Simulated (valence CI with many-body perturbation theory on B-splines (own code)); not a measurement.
E1 line list for Pt VIII

Level of theory: configuration interaction combined with many-body perturbation theory (CI+MBPT): three valence electrons over a frozen Dirac-Fock core [Xe] 4f14, a basis of 7 s, 7 p, 8 d, 6 f, 4 g, 1 h functions for each j, with the one-electron correlation potential Σ1 (screened to all orders), the two-electron term Σ2, the three-electron term Σ3, Breit, model QED; selected single and double excitations, second order for the rest, scaled by the run's own slope (own B-spline code, finite nucleus).

No measured spectrum was set against this ion. As an estimate, terms of the open shell hold to 2 to 4 % of their energy, and close levels can change places; different configurations can be misplaced against each other by 1,000 to 8,000 cm⁻¹. The list stops below the first excitations out of the core.

Lines 1 to 50 of 436 in falling wavelength, among levels below 39.955 eV, chosen from the strongest by gf and those to the six lowest levels. Wavelengths and rates use the calculated energies, so an error of 2000 cm⁻¹ moves a line at 4475 Å by 9 % and its rate by three times that or more. Electric multipoles are in the length gauge, E1 and E2 with the static RPA response of the core. Weak lines are less certain than strong ones. Lines between different terms over intervals too small for the method are left out, as are lines whose strength nearly cancels. The highest levels of a list are the least certain.

Levels are named by their leading jj configuration (3d3/2^4 stands for four electrons in 3d with j = 3/2), which in mixed levels can hold well under half, so a name can repeat and another be missing. Letters in brackets count levels of one name in rising energy.

```tsv
λ vac (Å)	Upper	Lower	A (s⁻¹)	S (a.u.)
4475	(5d3/2^2 6p1/2) J=3/2	(5d5/2^2 6s) J=1/2	1.20e+03	2.12e-04
2743	(5d3/2^2 6p1/2) J=1/2	(5d5/2^2 6s) J=1/2	3.08e+04	6.28e-04
2504	(5d3/2^2 6p1/2) J=5/2	(5d5/2^2 6s) J=3/2	3.63e+03	1.69e-04
2301	(5d3/2 5d5/2 6p1/2) J=3/2 [a]	(5d5/2^2 6s) J=1/2	8.23e+05	1.98e-02
2229	(5d3/2 5d5/2 6p1/2) J=1/2	(5d5/2^2 6s) J=1/2	1.06e+05	1.15e-03
2181	(5d3/2^2 6p1/2) J=3/2	(5d5/2^2 6s) J=3/2	2.08e+04	4.26e-04
2163	(5d3/2^2 6p1/2) J=5/2	(5d5/2^2 6s) J=7/2	8.70e+04	2.60e-03
2158	(5d3/2^2 6p1/2) J=5/2	(5d5/2^2 6s) J=5/2	1.47e+01	4.37e-07
2035	(5d3/2 5d5/2 6p1/2) J=3/2 [b]	(5d5/2^2 6s) J=1/2	2.20e+04	3.65e-04
1948	(5d3/2^2 6p3/2) J=3/2	(5d5/2^2 6s) J=1/2	1.34e+01	1.95e-07
1914	(5d3/2^2 6p1/2) J=3/2	(5d5/2^2 6s) J=5/2	7.38e+04	1.02e-03
1798	(5d3/2^2 6p3/2) J=1/2	(5d5/2^2 6s) J=1/2	4.85e+05	2.78e-03
1710	(5d3/2 5d5/2 6p1/2) J=5/2 [a]	(5d5/2^2 6s) J=3/2	3.39e+06	5.02e-02
1676	(5d3/2^2 6p1/2) J=5/2	(5d3/2 5d5/2 6s) J=3/2 [b]	2.94e+06	4.10e-02
1674	(5d3/2^2 6p1/2) J=5/2	(5d3/2 5d5/2 6s) J=7/2 [b]	5.87e+05	8.15e-03
1668	(5d3/2^2 6p1/2) J=1/2	(5d5/2^2 6s) J=3/2	3.88e+06	1.78e-02
1658	(5d3/2^2 6p1/2) J=3/2	(5d3/2 5d5/2 6s) J=1/2	4.32e+06	3.89e-02
1577	(5d3/2 5d5/2 6p1/2) J=7/2 [a]	(5d5/2^2 6s) J=7/2	4.90e+06	7.59e-02
1575	(5d3/2 5d5/2 6p1/2) J=7/2 [a]	(5d5/2^2 6s) J=5/2	1.44e+06	2.23e-02
1559	(5d5/2^2 6p1/2) J=3/2	(5d5/2^2 6s) J=1/2	6.23e+06	4.66e-02
1547	(5d3/2^2 6p1/2) J=5/2	(5d3/2 5d5/2 6s) J=5/2 [b]	2.86e+06	3.14e-02
1543	(5d3/2 5d5/2 6p1/2) J=5/2 [a]	(5d5/2^2 6s) J=7/2	2.85e+06	3.11e-02
1541	(5d3/2 5d5/2 6p1/2) J=5/2 [a]	(5d5/2^2 6s) J=5/2	7.24e+05	7.85e-03
1536	(5d3/2^2 6p1/2) J=5/2	(5d3/2 5d5/2 6s) J=3/2 [a]	5.85e+05	6.29e-03
1525	(5d3/2^2 6p1/2) J=3/2	(5d3/2 5d5/2 6s) J=3/2 [b]	2.13e+06	1.49e-02
1504	(5d3/2 5d5/2 6p1/2) J=7/2 [a]	(5d5/2^2 6s) J=9/2	8.90e+05	1.19e-02
1493	(5d3/2 5d5/2 6p1/2) J=3/2 [a]	(5d5/2^2 6s) J=3/2	6.03e+05	3.97e-03
1463	(5d3/2 5d5/2 6p1/2) J=1/2	(5d5/2^2 6s) J=3/2	4.44e+07	1.37e-01
1457	(5d3/2 5d5/2 6p1/2) J=5/2 [b]	(5d5/2^2 6s) J=3/2	8.73e+06	8.00e-02
1418	(5d3/2^2 6p1/2) J=3/2	(5d3/2 5d5/2 6s) J=5/2 [b]	4.23e+06	2.38e-02
1409	(5d3/2^2 6p1/2) J=3/2	(5d3/2 5d5/2 6s) J=3/2 [a]	1.47e+05	8.12e-04
1396	(5d3/2^2 6p1/2) J=5/2	(5d3/2 5d5/2 6s) J=5/2 [a]	3.13e+07	2.52e-01
1377	(5d3/2 5d5/2 6p1/2) J=3/2 [b]	(5d5/2^2 6s) J=3/2	1.47e+06	7.59e-03
1363	(5d3/2 5d5/2 6p1/2) J=3/2 [a]	(5d5/2^2 6s) J=5/2	5.79e+06	2.90e-02
1353	(5d3/2 5d5/2 6p1/2) J=9/2	(5d5/2^2 6s) J=7/2	6.63e+06	8.09e-02
1344	(5d3/2^2 6p1/2) J=1/2	(5d3/2 5d5/2 6s) J=1/2	6.96e+07	1.67e-01
1336	(5d3/2^2 6p3/2) J=3/2	(5d5/2^2 6s) J=3/2	3.77e+05	1.78e-03
1334	(5d3/2 5d5/2 6p1/2) J=5/2 [b]	(5d5/2^2 6s) J=7/2	6.60e+05	4.64e-03
1333	(5d3/2 5d5/2 6p1/2) J=5/2 [b]	(5d5/2^2 6s) J=5/2	1.58e+06	1.10e-02
1316	(5d3/2 5d5/2 6p1/2) J=7/2 [b]	(5d5/2^2 6s) J=7/2	7.16e+05	6.44e-03
1314	(5d3/2 5d5/2 6p1/2) J=7/2 [b]	(5d5/2^2 6s) J=5/2	2.57e+06	2.30e-02
1314	(5d3/2^2 6p3/2) J=5/2	(5d5/2^2 6s) J=3/2	3.69e+06	2.48e-02
1301	(5d3/2^2 6p1/2) J=5/2	(5d3/2 5d5/2 6s) J=7/2 [a]	6.05e+05	3.94e-03
1300	(5d3/2 5d5/2 6p1/2) J=7/2 [a]	(5d3/2 5d5/2 6s) J=7/2 [b]	4.57e+06	3.97e-02
1298	(5d3/2 5d5/2 6p1/2) J=9/2	(5d5/2^2 6s) J=9/2	3.01e+07	3.25e-01
1289	(5d3/2^2 6p1/2) J=3/2	(5d3/2 5d5/2 6s) J=5/2 [a]	4.04e+07	1.71e-01
1284	(5d3/2^2 6p1/2) J=3/2	(5d3/2^2 6s) J=1/2	5.47e+06	2.29e-02
1279	(5d3/2 5d5/2 6p1/2) J=5/2 [a]	(5d3/2 5d5/2 6s) J=3/2 [b]	4.09e+07	2.53e-01
1277	(5d3/2 5d5/2 6p1/2) J=5/2 [a]	(5d3/2 5d5/2 6s) J=7/2 [b]	3.70e+07	2.29e-01
1265	(5d3/2 5d5/2 6p1/2) J=3/2 [b]	(5d5/2^2 6s) J=5/2	1.02e+05	4.06e-04
```
